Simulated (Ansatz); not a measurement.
Consider the redistribution: `C=CBI` + GeH₄ → `BI` + `C=[CH][GeH3]`.

Computed with Ansatz on PBE0-D4/def2-TZVP structures; ΔE is electronic, products minus reactants. CCSD(T)/CBS adds triple-zeta CCSD(T) − MP2 to the extrapolated MP2 energy (def2 sets, frozen cores). def2 core potentials past Kr. For Ge, I outer-core shells are correlated without core-valence functions, which leaves a few kJ/mol of doubt a bond. Scalar relativity is left out up to krypton. One conformer a species, not always the lowest.

```tsv
species	CCSD(T)/CBS(def2) energy (Eh)
`C=CBI`	-400.74733
GeH₄	-2078.49493
`BI`	-323.43628
`C=[CH][GeH3]`	-2155.78858
```

Question: Work out ΔE.

Answer: ΔE = (-323.43628) + (-2155.78858) − (-400.74733) − (-2078.49493) = 0.01740 Eh = +10.9 kcal/mol.

Largest T1 diagnostic among the species: 0.012.

At CCSD(T), def2-SVP lies +2.2 kcal/mol from the extrapolated value and def2-TZVPP −0.2 kcal/mol. Leaving LDA and LC-ωPBE aside and taking each functional with its dispersion term where it has one, the values, not all of them listed here, spread over 3.3 kcal/mol, from ωB97X-V to B97M-V. LDA lies +1.7 kcal/mol from PBE without D4.
